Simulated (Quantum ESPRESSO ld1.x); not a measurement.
Hf3+, configuration [Kr] 4d10 4f14 5s1.5 5p6 5d1 6d0.5 (fractional occupations, a model configuration).

Calculated with ld1.x of Quantum ESPRESSO 7.5: Dirac Kohn-Sham, exchange-only PBE, spin-unpolarised, spherical densities, point nucleus; open shells are shared between the two j in proportion to 2j + 1.

Energy parts (hartree):
part                 energy
total             -15090.37
kinetic            16887.94
electron-nucleus  -37511.28
Hartree             5837.48
exchange            -304.52

Orbitals (lengths in bohr, moments of r in powers of bohr):
| orbital | occ. | eigenvalue (hartree) | <r^2> | small-component weight |
|---|---|---|---|---|
| 1s1/2 | 2 | -2397.35 | 0.0004949 | 7.34e-02 |
| 2s1/2 | 2 | -410.696 | 0.007581 | 1.65e-02 |
| 2p1/2 | 2 | -392.268 | 0.005432 | 1.66e-02 |
| 2p3/2 | 4 | -348.460 | 0.006638 | 1.51e-02 |
| 3s1/2 | 2 | -94.4590 | 0.04967 | 5.41e-03 |
| 3p1/2 | 2 | -86.2975 | 0.04570 | 5.35e-03 |
| 3p3/2 | 4 | -76.9092 | 0.05237 | 4.92e-03 |
| 3d3/2 | 4 | -63.1108 | 0.04079 | 4.80e-03 |
| 3d5/2 | 6 | -61.0631 | 0.04263 | 4.68e-03 |
| 4s1/2 | 2 | -19.9520 | 0.2477 | 1.76e-03 |
| 4p1/2 | 2 | -16.6101 | 0.2568 | 1.68e-03 |
| 4p3/2 | 4 | -14.4620 | 0.2933 | 1.51e-03 |
| 4d3/2 | 4 | -8.97387 | 0.3245 | 1.32e-03 |
| 4d5/2 | 6 | -8.58060 | 0.3386 | 1.27e-03 |
| 5s1/2 | 1.5 | -3.59492 | 1.422 | 3.79e-04 |
| 5p1/2 | 2 | -2.63435 | 1.748 | 3.09e-04 |
| 5p3/2 | 4 | -2.33453 | 2.035 | 2.68e-04 |
| 4f5/2 | 6 | -1.80817 | 0.5626 | 8.50e-04 |
| 4f7/2 | 8 | -1.74359 | 0.5837 | 8.29e-04 |
| 5d3/2 | 0.4 | -1.10567 | 4.023 | 1.36e-04 |
| 5d5/2 | 0.6 | -1.07814 | 4.216 | 1.29e-04 |
| 6d3/2 | 0.2 | -0.46985 | 24.02 | 3.46e-05 |
| 6d5/2 | 0.3 | -0.46382 | 24.69 | 3.39e-05 |

The highest occupied level is 6d5/2 at -12.621 eV. The density falls to 0.001 e/bohr^3 at r = 3.69 bohr.
